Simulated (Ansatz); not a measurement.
`[CH3][Hf]([CH3])([Cl])[Cl]`. The species carries charge 0 and has multiplicity 1. Correlated methods include outer-core shells of Hf, which these sets cover unevenly. Hf takes the def2 core potential.

Z-matrix (Å, degrees):
```
C
Hf 1 2.190
H 1 1.097 2 110.8
H 1 1.097 2 110.8 3 119.5
H 1 1.096 2 112.2 3 -120.2
C 2 2.190 1 103.6 3 -59.6
Cl 2 2.344 1 108.6 3 55.8
Cl 2 2.344 1 108.6 3 -175.0
H 6 1.096 2 112.2 1 179.6
H 6 1.097 2 110.8 1 -60.1
H 6 1.097 2 110.8 1 59.4
```

Question: Give the diagnostics of a CCSD(T)/def2-TZVPP run (frozen core, Ansatz). (An estimate is asked.)

Answer: The calculation gave: T1 = 0.0129, largest single amplitude 0.027, largest double 0.020, (T) share of the correlation energy 4.1 %, 9 CCSD cycles. The RHF solution is stable towards an unrestricted one. T1 lies under the customary mark of 0.02 for closed shells.
